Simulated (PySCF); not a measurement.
Cr (SMILES [Cr]), septet; MN15/aug-cc-pVDZ run with PySCF.

Here is a job for PySCF.
```python
from pyscf import gto, scf, dft

mol = gto.M(
    atom='''
Cr    0.000000    0.000000    0.000000
''',
    basis='aug-cc-pvdz',
    charge=0,
    spin=6,
    verbose=4,
)

mf = dft.UKS(mol)
mf.xc = 'mn15'
mf.kernel()
```

The log (banner, timings and long lists left out):

```
PySCF version 2.14.0

[INPUT] verbose = 4
[INPUT] num. atoms = 1
[INPUT] num. electrons = 24
[INPUT] charge = 0
[INPUT] spin (= nelec alpha-beta = 2S) = 6
[INPUT] symmetry False subgroup None
[INPUT] Mole.unit = angstrom
[INPUT] Symbol           X                Y                Z      unit          X                Y                Z       unit  Magmom
[INPUT]  1 Cr     0.000000000000   0.000000000000   0.000000000000 AA    0.000000000000   0.000000000000   0.000000000000 Bohr   0.0

nuclear repulsion = 0
number of shells = 11
number of NR pGTOs = 138
number of NR cGTOs = 59
basis = aug-cc-pvdz
ecp = {}

******** <class 'pyscf.dft.uks.UKS'> ********
method = UKS
initial guess = minao
damping factor = 0
level_shift factor = 0
DIIS = <class 'pyscf.scf.diis.CDIIS'>
diis_start_cycle = 1
diis_space = 8
diis_damp = 0
SCF conv_tol = 1e-09
SCF conv_tol_grad = None
SCF max_cycles = 50
direct_scf = True
direct_scf_tol = 1e-13
number electrons alpha = 15  beta = 9
XC library pyscf.dft.libxc version 7.1.2
    S. Lehtola, C. Steigemann, M. J. T. Oliveira, and M. A. L. Marques,  SoftwareX 7, 1–5 (2018)
XC functionals = mn15
    H. S. Yu, X. He, S. L. Li, and D. G. Truhlar,  Chem. Sci. 7, 5032–5051 (2016)
    H. S. Yu, X. He, S. L. Li, and D. G. Truhlar,  Chem. Sci. 7, 5032–5051 (2016)
radial grids:
    Treutler-Ahlrichs [JCP 102, 346 (1995); DOI:10.1063/1.469408] (M4) radial grids

becke partition: Becke, JCP 88, 2547 (1988); DOI:10.1063/1.454033
pruning grids: <function nwchem_prune>
grids dens level: 3
symmetrized grids: False
atomic radii adjust function: <function treutler_atomic_radii_adjust>
small_rho_cutoff = 0
Set gradient conv threshold to 3.16228e-05
tot grids = 20904
init E= -1043.90020347316

cycle= 1 E= -1044.34565689851  delta_E= -0.445  |g|= 0.594  |ddm|=  1.9
cycle= 2 E= -1044.0187704829  delta_E= 0.327  |g|= 1.08  |ddm|= 2.42
cycle= 3 E= -1044.47891104201  delta_E= -0.46  |g|= 0.0434  |ddm|= 1.28
cycle= 4 E= -1044.47988044975  delta_E= -0.000969  |g|= 0.00464  |ddm|= 0.313
cycle= 5 E= -1044.47990088346  delta_E= -2.04e-05  |g|= 0.000601  |ddm|= 0.0146
cycle= 6 E= -1044.47990254994  delta_E= -1.67e-06  |g|= 0.000153  |ddm|= 0.00557
cycle= 7 E= -1044.4799025817  delta_E= -3.18e-08  |g|= 1.21e-05  |ddm|= 0.000711
cycle= 8 E= -1044.47990258192  delta_E= -2.16e-10  |g|= 1.14e-06  |ddm|= 8.24e-05
Extra cycle  E= -1044.47990258192  delta_E= -6.82e-13  |g|= 1.45e-06  |ddm|= 4.72e-06
converged SCF energy = -1044.47990258192  <S^2> = 12.000515  2S+1 = 7.0001472
```
